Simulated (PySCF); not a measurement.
# What settings do to a single point of [Ce(NH2)4]−

The sound run of [Ce(NH2)4]− (singlet in the valence; each metal's 4f electrons, 1 of them, lie in its core potential, out of spins and levels) uses PySCF 2.14.0, RKS PBE0, Ce lcecp-1-SVP with ECP47, N def2-SVP, H def2-SVP; non-relativistic Hamiltonian with scalar-relativistic core potentials where named; density fitting; no spin-orbit coupling, grid (50, 194), threshold 1e-8 Eh and 55 cycles, at the relaxed geometry:

```xyz
13

Ce   -0.0001    0.0000    0.0000
N     1.4162    1.2942    1.3919
H     1.3923    1.4758    2.3963
H     2.2780    1.7361    1.0628
N    -1.4164   -1.3919    1.2941
H    -2.2784   -1.0629    1.7358
H    -1.3917   -2.3965    1.4763
N     1.4162   -1.2942   -1.3919
H     2.2780   -1.7361   -1.0628
H     1.3923   -1.4758   -2.3963
N    -1.4164    1.3919   -1.2941
H    -1.3917    2.3965   -1.4763
H    -2.2784    1.0629   -1.7358
```

There Ce1 has a Mulliken charge of 0.73 e and the dipole about the centre of mass is 0.00 D. Each run below changes one thing and starts from free metal ions and neutral atoms unless it says otherwise; with 55 cycles, smearing, a level shift and second-order steps follow where DIIS fails, and their cycles count. Energy shifts count from the sound run. On f atoms grids over 110 angular points are at least (60, 302).

```
                             change    outcome  cycles  energy shift (eV)  largest force component (eV/Å)  charge on Ce1 (e)  dipole about the centre of mass (D)
                    threshold 0.001  converged       5             0.0000                            0.01               0.73                                 0.00
                     grid (99, 590)  converged       9            -0.0006                            0.01               0.73                                 0.00
spin (2S) set to 1, limit 83 cycles    refused       –                  –                               –                  –                                    –
```

Question: One further run converged with energy shift (eV) 1.36, largest force component (eV/Å) 3.29, charge on Ce1 (e) 0.59, dipole about the centre of mass (D) 0.00. Which change was it?
A. start from a density of up to 30 smeared cycles (not counted)
B. all coordinates × 0.94
C. charge changed by +5, spin kept, limit 74 cycles

Answer: B.

Question: And the other changes listed?

Answer: 
| change | outcome | cycles | energy shift (eV) | largest force component (eV/Å) | charge on Ce1 (e) | dipole about the centre of mass (D) |
| --- | --- | --- | --- | --- | --- | --- |
| charge changed by +5, spin kept, limit 74 cycles | refused | – | – | – | – | – |
| start from a density of up to 30 smeared cycles (not counted) | converged | 6 | 0.0000 | 0.01 | 0.73 | 0.00 |

Forces carry noise of the integration grid, about 0.01 to 0.03 eV/Å.

An lcecp potential fixes the number of 4f electrons, so in runs with it no electron can move into or out of that shell.
